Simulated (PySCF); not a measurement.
Start geometry of `C[NH2+][BH2-]N` from GFN2-xTB (Å):
```
atom  x, y, z in Å
C1    -1.7439   -0.2470   -0.5949
N2    -0.4506   -0.5327   -0.0717
B3     0.7740    0.6281   -0.3606
N4     1.9812    0.0033    0.3486
H5    -2.1077    0.7123   -0.1810
H6    -2.4996   -0.9988   -0.3808
H7    -1.6804   -0.0949   -1.6769
H8    -0.4405   -0.6182    0.9354
H9    -0.0721   -1.3804   -0.4418
H10    0.8749    0.6591   -1.5312
H11    0.3556    1.6186    0.1626
H12    2.3174    0.5000    1.1559
H13    2.6974   -0.2663   -0.2353
```

Task: What comes out of this run: PBE0-D3(BJ)/def2-SVP geometry optimisation, gas phase in PySCF?

Result: 
```
atom  x, y, z in Å
C1    -1.9674   -0.0254   -0.4792
N2    -0.6390   -0.3142    0.0512
B3     0.5411    0.8395   -0.2504
N4     1.7753    0.3202    0.4097
H5    -2.3146    0.9268   -0.0573
H6    -2.6950   -0.8178   -0.2485
H7    -1.8917    0.0988   -1.5674
H8    -0.6507   -0.4300    1.0658
H9    -0.2680   -1.1923   -0.3153
H10    0.5626    0.8832   -1.4834
H11    0.0563    1.8536    0.2580
H12    2.1471    0.9085    1.1466
H13    2.5383    0.0886   -0.2162
```

The energy falls by 19.8 kJ/mol over 6 energy and gradient evaluations, the largest force component goes from 0.0607 to 3.0e-04 Eh/bohr, and the atoms move by 0.055 Å rms after alignment. The bond that changes most is B3–H10 (four-coordinate boron to B–H hydrogen), which lengthens by 0.059 Å. Bonds longer at the end by more than 0.005 Å: 8 of 12; shorter: 3. Among the angles that change most is H12–N4–H13, from 112.1° to 107.8°. Rotational constants go from 22919, 3576, 3350 to 23293, 3560, 3350 MHz. The orientation of the end geometry is arbitrary; only internal coordinates are fixed.

The run used 101 basis functions and 36 SCF cycles in all. Time: 31 s wall; peak memory 0.41 GiB. Hardware: an Arm Neoverse N1 with one thread, shared host with 64 logical CPUs at a one-minute load of 61.

Not checked by PBE0-D3(BJ)/def2-SVP frequencies. The numbers are those of one conformer.
